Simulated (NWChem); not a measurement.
ZrHOCl₂ cation; SMILES [OH][Zr+]([Cl])[Cl]

```xyz
5

Zr     0.3072    -0.3247     0.0000
Cl    -0.8853     0.2036     1.8649
Cl    -0.8853     0.2036    -1.8649
O      1.8976     0.6037     0.0000
H      2.6315     1.2363     0.0000
```
Atoms are numbered in this order, from 1.

All runs: NWChem. Geometry: optimised at PBE0/def2-SVP. The spin multiplicity was typed, not searched, and may not be the lowest. def2 effective core potentials on Zr; no spin-orbit coupling. Level PBE/def2-SVP: energy and gradient on several grids; changes count from the extra-fine grid, which is no exact limit either.

**Question.** Which is the coarsest grid (xfine; fine; xcoarse; coarse; medium) from which on the energy stays within 50 μHa and each gradient component within 100 μHa/bohr of xfine?

**Answer.** medium.
```json
[
 {"grid": "xcoarse", "size of the energy change (μHa)": "30", "largest change of a gradient component (μHa/bohr)": "2000"},
 {"grid": "coarse", "size of the energy change (μHa)": "20", "largest change of a gradient component (μHa/bohr)": "300"},
 {"grid": "medium", "size of the energy change (μHa)": "< 10", "largest change of a gradient component (μHa/bohr)": "< 30"},
 {"grid": "fine", "size of the energy change (μHa)": "< 10", "largest change of a gradient component (μHa/bohr)": "< 30"},
 {"grid": "xfine", "size of the energy change (μHa)": "< 10", "largest change of a gradient component (μHa/bohr)": "< 30"}
]
```
